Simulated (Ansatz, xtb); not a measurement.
Pulling on the Zn1–H2 bond in GeH4Zn (SMILES [ZnH][GeH3]) (multiplicity 1 held, fragments rigid). Energies count from the point at 1.556 Å.
Geometry at that point (charge 0, multiplicity 1):
```xyz
6

Zn    -0.7925    -0.1904    -0.9931
H     -1.7524    -0.4211    -2.1959
Ge     0.6980     0.1677     0.8747
H      1.7617    -0.9450     1.0057
H      1.4762     1.4979     0.7651
H     -0.0473     0.2138     2.2271
```

R- and RO- levels are restricted; in cc, def2 and unpolarised 6-31G sets they are followed outwards from rest. U- levels take the lowest unrestricted solution at each point, which mixes spins at long bonds. Active spaces are followed from a long bond inwards. Levels need not reach the same state.

Cores are frozen in the correlated methods. Filled d and f shells under p-block atoms count as core.

The values were computed with Ansatz (a first-principles code) with Gaussian orbitals; xtb for the GFN methods. Values without a source in brackets are computed. The GFN methods have no spin term and hold the electronic entropy of 300 K.

Energies in kJ/mol.

| R (Å) | GFN2-xTB | U-HF/def2-SVP | R-SCS-MP2/def2-SVP | U-CCSD/def2-SVP | CASSCF(2,2)/def2-SVP | FIC-MRCISD+Q on CASSCF(2,2)/def2-SVP |
|---|---|---|---|---|---|---|
| 1.245 | 68 | 113 | 93 | 96 | 119 | 96 |
| 1.401 | 10 | 26 | 18 | 19 | 30 | 20 |
| 1.556 | 0 | 0 | 0 | 0 | 0 | 0 |
| 1.712 | 9 | 7 | 12 | 11 | 2 | 11 |
| 1.867 | 28 | 32 | 41 | 37 | 22 | 37 |
| 2.101 | 63 | 87 | 97 | 89 | 65 | 87 |
| 2.334 | 101 | 147 | 157 | 144 | 113 | 140 |
| 2.723 | 167 | 205 | 249 | 224 | 184 | 215 |
| 3.112 | 228 | 229 | 323 | 278 | 234 | 266 |
| 3.579 | 285 | 240 | 387 | 304 | 268 | 298 |
| 4.202 | 334 | 244 | 431 | 312 | 283 | 313 |
| 4.980 | 363 | 245 | 433 | 313 | 287 | 317 |

Doubts at one or more of the structures used: a spin-contaminated determinant (U-HF/def2-SVP, U-CCSD/def2-SVP); a restricted determinant that unrestricted orbitals would lower (R-SCS-MP2/def2-SVP); T1 above 0.05 (U-CCSD/def2-SVP).
